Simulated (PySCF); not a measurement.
H₄SiSn (SMILES [SiH3][SnH]), singlet, at a GFN2-xTB geometry (such geometries of metal compounds can be far from the true shape) (core potentials on Sn), atoms displaced at random by about 0.08 Å a coordinate; PySCF with TPSS/def2-SVP, gradient.

PySCF was given this input:
```python
from pyscf import gto, scf, dft

mol = gto.M(
    atom='''
Sn   -0.099467    0.462733    0.554634
H    -0.248212    1.710627   -0.939926
Si    0.112627   -1.637177   -1.270138
H     1.101428   -1.499642   -2.191231
H    -1.209281   -1.829279   -1.774869
H     0.504184   -2.799785   -0.438349
''',
    basis='def2-svp',
    ecp={'Sn': 'def2-svp'},
    charge=0,
    spin=0,
    verbose=4,
)

mf = dft.RKS(mol)
mf.xc = 'tpss'
mf.conv_tol = 1e-4
mf.kernel()
g = mf.nuc_grad_method()
grad = g.kernel()
```

Question: What does PySCF print? Leave out banner, timings and long lists.

Answer: 
```
PySCF version 2.14.0

[INPUT] verbose = 4
[INPUT] num. atoms = 6
[INPUT] num. electrons = 40
[INPUT] charge = 0
[INPUT] spin (= nelec alpha-beta = 2S) = 0
[INPUT] symmetry False subgroup None
[INPUT] Mole.unit = angstrom
[INPUT] Symbol           X                Y                Z      unit          X                Y                Z       unit  Magmom
[INPUT]  1 Sn    -0.099467000000   0.462733000000   0.554634000000 AA   -0.187965388432   0.874438638798   1.048106359372 Bohr   0.0
[INPUT]  2 H     -0.248212000000   1.710627000000  -0.939926000000 AA   -0.469052700831   3.232616531286  -1.776202717358 Bohr   0.0
[INPUT]  3 Si     0.112627000000  -1.637177000000  -1.270138000000 AA    0.212834184231  -3.093816147437  -2.400212960403 Bohr   0.0
[INPUT]  4 H      1.101428000000  -1.499642000000  -2.191231000000 AA    2.081397265927  -2.833912664895  -4.140826465657 Bohr   0.0
[INPUT]  5 H     -1.209281000000  -1.829279000000  -1.774869000000 AA   -2.285209897640  -3.456836315418  -3.354016316981 Bohr   0.0
[INPUT]  6 H      0.504184000000  -2.799785000000  -0.438349000000 AA    0.952769676388  -5.290826857665  -0.828359556977 Bohr   0.0

nuclear repulsion = 93.2718846500017
number of shells = 30
number of NR pGTOs = 125
number of NR cGTOs = 64
basis = def2-svp
ecp = {'Sn': 'def2-svp'}

******** <class 'pyscf.dft.rks.RKS'> ********
method = RKS
initial guess = minao
damping factor = 0
level_shift factor = 0
DIIS = <class 'pyscf.scf.diis.CDIIS'>
diis_start_cycle = 1
diis_space = 8
diis_damp = 0
SCF conv_tol = 0.0001
SCF conv_tol_grad = None
SCF max_cycles = 50
direct_scf = True
direct_scf_tol = 1e-13
XC library pyscf.dft.libxc version 7.1.2
    S. Lehtola, C. Steigemann, M. J. T. Oliveira, and M. A. L. Marques,  SoftwareX 7, 1–5 (2018)
XC functionals = tpss
    J. Tao, J. P. Perdew, V. N. Staroverov, and G. E. Scuseria,  Phys. Rev. Lett. 91, 146401 (2003)
    J. P. Perdew, J. Tao, V. N. Staroverov, and G. E. Scuseria,  J. Chem. Phys. 120, 6898 (2004)
    J. Tao, J. P. Perdew, V. N. Staroverov, and G. E. Scuseria,  Phys. Rev. Lett. 91, 146401 (2003)
    J. P. Perdew, J. Tao, V. N. Staroverov, and G. E. Scuseria,  J. Chem. Phys. 120, 6898 (2004)
radial grids:
    Treutler-Ahlrichs [JCP 102, 346 (1995); DOI:10.1063/1.469408] (M4) radial grids

becke partition: Becke, JCP 88, 2547 (1988); DOI:10.1063/1.454033
pruning grids: <function nwchem_prune>
grids dens level: 3
symmetrized grids: False
atomic radii adjust function: <function treutler_atomic_radii_adjust>
small_rho_cutoff = 0
Set gradient conv threshold to 0.01
Initial guess from minao.
tot grids = 80376
init E= -483.409295421547
  HOMO = -0.625196336080226  LUMO = -0.606115531262729  gap/eV = 0.51922
cycle= 1 E= -502.434203018631  delta_E=  -19  |g|= 2.96  |ddm|= 7.74
  HOMO = -0.0024880390648552  LUMO = 0.0157496215196627  gap/eV = 0.49627
cycle= 2 E= -437.256429497172  delta_E= 65.2  |g|= 7.91  |ddm|= 29.5
  HOMO = -0.215078484643504  LUMO = -0.161856944831328  gap/eV = 1.44823
cycle= 3 E= -505.774666166083  delta_E= -68.5  |g|= 0.887  |ddm|=   29
  HOMO = -0.247721786753049  LUMO = -0.175252054560332  gap/eV = 1.97200
cycle= 4 E= -504.223631141096  delta_E= 1.55  |g|= 1.37  |ddm|= 2.31
  HOMO = -0.224964051726626  LUMO = -0.170215207514104  gap/eV = 1.48979
cycle= 5 E= -505.943549945135  delta_E= -1.72  |g|= 0.328  |ddm|= 2.15
  HOMO = -0.191900189807954  LUMO = -0.157544029954499  gap/eV = 0.93488
cycle= 6 E= -505.946915300401  delta_E= -0.00337  |g|= 0.275  |ddm|= 0.965
  HOMO = -0.202994651327384  LUMO = -0.147372330855106  gap/eV = 1.51356
cycle= 7 E= -505.992433191896  delta_E= -0.0455  |g|= 0.0373  |ddm|= 0.571
  HOMO = -0.200164746255949  LUMO = -0.139555148640916  gap/eV = 1.64927
cycle= 8 E= -505.993095622851  delta_E= -0.000662  |g|= 0.0177  |ddm|= 0.0955
  HOMO = -0.2007038955299  LUMO = -0.139816671934945  gap/eV = 1.65683
cycle= 9 E= -505.993225253658  delta_E= -0.00013  |g|= 0.0031  |ddm|= 0.0346
  HOMO = -0.200399461018726  LUMO = -0.139414010931695  gap/eV = 1.65950
cycle= 10 E= -505.993229253077  delta_E= -4e-06  |g|= 0.000821  |ddm|= 0.00558
  HOMO = -0.20041127887842  LUMO = -0.139333831087839  gap/eV = 1.66200
Extra cycle  E= -505.993228990568  delta_E= 2.63e-07  |g|= 0.00107  |ddm|= 0.0038
converged SCF energy = -505.993228990568

******** <class 'pyscf.grad.rks.Gradients'> for <class 'pyscf.dft.rks.RKS'> ********
unit = Eh/Bohr
grid_response = False
--------------- RKS gradients ---------------
         x                y                z
0 Sn     0.0008148267    -0.0093345039     0.0263196157
1 H    -0.0018497459     0.0150707295    -0.0185183038
2 Si     0.0184367404    -0.0103976237    -0.0680447572
3 H    -0.0414558059    -0.0081528956     0.0473729824
4 H     0.0226210855     0.0056916830     0.0141002564
5 H     0.0014518812     0.0071513859    -0.0012342752
----------------------------------------------
```
